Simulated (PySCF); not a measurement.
C₈H₆, SMILES C#Cc1ccccc1, GFN2-xTB optimised geometry.

```
14

C     -1.98    -2.35     0.00
C     -1.38    -1.31     0.00
C     -0.66    -0.08     0.00
C     -1.35     1.13     0.00
C     -0.65     2.32     0.00
C      0.73     2.32     0.00
C      1.42     1.11     0.00
C      0.73    -0.08     0.00
H     -2.50    -3.26     0.00
H     -2.43     1.12     0.00
H     -1.19     3.26     0.00
H      1.27     3.25     0.00
H      2.50     1.11     0.00
H      1.26    -1.03     0.00
```

Density from PySCF with CAM-B3LYP/def2-TZVP at that geometry.

Minimum of the electron density along straight lines between bonded atoms, close to the bond critical point (lines longer than 1.1 times the sum of covalent radii, or with two minima, are not listed):

| bond | length / Å | ρ at the minimum / e bohr⁻³ | ∇²ρ there / e bohr⁻⁵ | position (fraction from the first atom) |
|---|---|---|---|---|
| C1–C2 | 1.201 | 0.421 | -1.21 | 0.49 |
| C2–C3 | 1.416 | 0.299 | -0.90 | 0.53 |
| C3–C4 | 1.394 | 0.319 | -0.95 | 0.51 |
| C4–C5 | 1.382 | 0.326 | -0.99 | 0.50 |
| C5–C6 | 1.386 | 0.324 | -0.98 | 0.50 |
| C6–C7 | 1.386 | 0.324 | -0.98 | 0.50 |
| C3–C8 | 1.395 | 0.318 | -0.95 | 0.51 |
| C7–C8 | 1.382 | 0.327 | -0.99 | 0.50 |
| C1–H9 | 1.049 | 0.300 | -1.16 | 0.66 |
| C4–H10 | 1.080 | 0.290 | -1.05 | 0.65 |
| C5–H11 | 1.080 | 0.289 | -1.04 | 0.65 |
| C6–H12 | 1.080 | 0.289 | -1.05 | 0.65 |
| C7–H13 | 1.080 | 0.289 | -1.04 | 0.65 |
| C8–H14 | 1.080 | 0.290 | -1.05 | 0.65 |
